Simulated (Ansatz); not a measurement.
Li20H20 (started as a model of: 2x4x5 LiH rock-salt block): single points at one geometry.

```yaml
crystal:
  periodic: [false, false, false]
  atoms:
    - {symbol: Li, position_ang: [-0.848720, -2.746784, -3.693009]}
    - {symbol: H, position_ang: [-1.029668, -2.910637, -1.879604]}
    - {symbol: Li, position_ang: [-0.929851, -2.867342, 0.001132]}
    - {symbol: H, position_ang: [-1.030862, -2.910834, 1.881733]}
    - {symbol: Li, position_ang: [-0.851118, -2.747067, 3.695279]}
    - {symbol: H, position_ang: [-1.028671, -0.931314, -3.842075]}
    - {symbol: Li, position_ang: [-1.017334, -0.936138, -1.876486]}
    - {symbol: H, position_ang: [-1.018406, -0.954257, 0.001130]}
    - {symbol: Li, position_ang: [-1.018767, -0.936266, 1.878773]}
    - {symbol: H, position_ang: [-1.031510, -0.931601, 3.844081]}
    - {symbol: Li, position_ang: [-0.947306, 0.950025, -3.785493]}
    - {symbol: H, position_ang: [-0.969275, 0.959646, -1.888789]}
    - {symbol: Li, position_ang: [-0.977661, 0.973538, 0.001126]}
    - {symbol: H, position_ang: [-0.970894, 0.959611, 1.891058]}
    - {symbol: Li, position_ang: [-0.950282, 0.949833, 3.787598]}
    - {symbol: H, position_ang: [-0.945306, 2.824659, -3.768033]}
    - {symbol: Li, position_ang: [-0.951223, 2.859421, -1.893388]}
    - {symbol: H, position_ang: [-1.002714, 2.929035, 0.001190]}
    - {symbol: Li, position_ang: [-0.952852, 2.859449, 1.895764]}
    - {symbol: H, position_ang: [-0.948418, 2.824575, 3.770339]}
    - {symbol: H, position_ang: [0.946568, -2.823260, -3.766559]}
    - {symbol: Li, position_ang: [0.949366, -2.857930, -1.892143]}
    - {symbol: H, position_ang: [0.998429, -2.927759, 0.001781]}
    - {symbol: Li, position_ang: [0.948184, -2.858000, 1.895731]}
    - {symbol: H, position_ang: [0.944165, -2.823196, 3.770113]}
    - {symbol: Li, position_ang: [0.948483, -0.948537, -3.783929]}
    - {symbol: H, position_ang: [0.967310, -0.958223, -1.887481]}
    - {symbol: Li, position_ang: [0.973145, -0.972009, 0.001932]}
    - {symbol: H, position_ang: [0.965873, -0.958281, 1.891192]}
    - {symbol: Li, position_ang: [0.945822, -0.948487, 3.787618]}
    - {symbol: H, position_ang: [1.030076, 0.932886, -3.840203]}
    - {symbol: Li, position_ang: [1.015130, 0.937533, -1.875129]}
    - {symbol: H, position_ang: [1.013744, 0.955657, 0.001982]}
    - {symbol: Li, position_ang: [1.013659, 0.937568, 1.878982]}
    - {symbol: H, position_ang: [1.026981, 0.932819, 3.844117]}
    - {symbol: Li, position_ang: [0.849893, 2.748416, -3.691549]}
    - {symbol: H, position_ang: [1.027592, 2.912185, -1.878002]}
    - {symbol: Li, position_ang: [0.925748, 2.868759, 0.001959]}
    - {symbol: H, position_ang: [1.026157, 2.912215, 1.882030]}
    - {symbol: Li, position_ang: [0.846811, 2.748291, 3.695432]}
basis:
  gaussian: {orbitals: def2-TZVP}
magnetization: {spin_polarized: true, initial_magnetization: 2}
hamiltonian: {xc: pbe0, dispersion: d4}
scf: {omitted_lower_state_checks: [starts]}
output: {orbitals: {seedname: orbitals}}
```

The file start.molden holds the orbitals of an earlier run on this structure, at another level or in another basis.

```sh
$ ansatz run in.yaml --threads 4 --pin off --events-out ev --progress --plain --max-ram 6963MiB
```

Shortened log:

```
Functional definition: PBE0
  name "PBE0"
  cite "Adamo & Barone, J. Chem. Phys. 110, 6158 (1999) doi:10.1063/1.478522"
  cite "Perdew, Burke & Ernzerhof, Phys. Rev. Lett. 77, 3865 (1996) doi:10.1103/PhysRevLett.77.3865"
  parent pbe
  parameter a = 0.25
  parameter kappa = 0.804
  parameter beta = 0.06672455060314922
  exchange = (1 - a)*pbe_x(kappa = kappa, mu = beta*pi^2/3) + a*exact_x
  correlation = pbe_c(beta = beta)
these checks for a lower state are left out or cut short: starts
3460 factors; their error is unknown
mean field evaluation 1: about -4406.4682 eV, gradient 3.4e1 eV
mean field evaluation 2: about -4403.2076 eV, gradient 3.6e1 eV
mean field evaluation 4: about -4417.6809 eV, gradient 4.2e0 eV
mean field evaluation 8: about -4417.9346 eV, gradient 1.1e0 eV
mean field evaluation 16: about -4417.8657 eV, gradient 6.6e-1 eV
mean field -4418.01689913 eV, -162.3591264036 hartree, gradient 9.9e-6 eV, S^2 2.002343; 0 other end points of the search recorded, 0 dependent functions left out
reference -4418.01698992 eV, -162.3591297402 hartree; 41, 39 occupied and 359, 361 virtual orbitals, 3460 factors
Total energy: -4419.06068092 eV, -162.3974846768 hartree
Checks for a lower state left out: starts
```

It took 1.8 min on 4 threads of AMD EPYC 7R43 on a shared host, peak host memory 2.7 GiB.

As the first input, with `gaussian: {orbitals: def2-TZVP, initial_orbitals: start.molden}`, `hamiltonian: {xc: pbe, dispersion: d4}` (abridged; 34 s):

```
Functional definition: PBE
mean field -4415.21343957 eV, -162.2561011649 hartree, gradient 2.1e-5 eV, S^2 2.000696
Total energy: -4416.40216950 eV, -162.2997861842 hartree
Checks for a lower state left out: starts
```

Geometry: PBE-D4/def2-SVP, that of the neutral singlet.

At PBE0-D4/def2-TZVP a singlet of charge 0 lies 4.12 eV below the triplet at the same geometry.
